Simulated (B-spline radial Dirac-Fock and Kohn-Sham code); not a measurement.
## Tl²⁴⁺: eigenvalues, ΔSCF and the reference

System: Tl²⁴⁺ in the configuration [Kr] 4d10 4f11.

The density-functional columns are spherical, spin-unpolarised Dirac-Kohn-Sham results without Breit or QED terms: −ε is minus the orbital energy of the initial state and ΔSCF the difference of two total energies. The reference in the last column comes from Dirac-Fock (average of configuration) total-energy differences with a finite nucleus, the Breit interaction including its frequency dependence, and self-energy and vacuum-polarisation corrections. All numbers are from a radial finite-basis atomic code, in eV; a selection of levels is shown. For the 1s level of heavy atoms much of the gap between ΔSCF and the reference is the Breit and QED part, -473.6 eV here; for other levels the error of the functional can be larger.

| level | LDA −ε | LDA ΔSCF | Dirac-Fock |
| --- | --- | --- | --- |
| K | 86053.2 | 86699.6 | 86236.2 |
| L1 | 15869.3 | 16001.8 | 16055.5 |
| L2 | 15272.2 | 15439.7 | 15402.7 |
| L3 | 13207.9 | 13349.3 | 13359.7 |
| M1 | 4294.7 | 4343.2 | 4402.7 |
| M2 | 4023.6 | 4075.1 | 4111.8 |
| M3 | 3563.5 | 3610.6 | 3651.3 |
| M4 | 3112.8 | 3167.2 | 3178.5 |
| M5 | 3014.3 | 3067.1 | 3081.8 |
| N1 | 1450.2 | 1476.8 | 1509.7 |
| N2 | 1332.5 | 1359.0 | 1383.2 |
| N3 | 1215.0 | 1240.2 | 1265.3 |
| N4 | 1021.5 | 1046.6 | 1058.0 |
| N5 | 998.8 | 1023.5 | 1035.4 |
| N6,7 | 745.4 | 770.4 | 768.7 |

Values without a named source are computed, but for edge energies of neutral atoms, which are taken from tables.
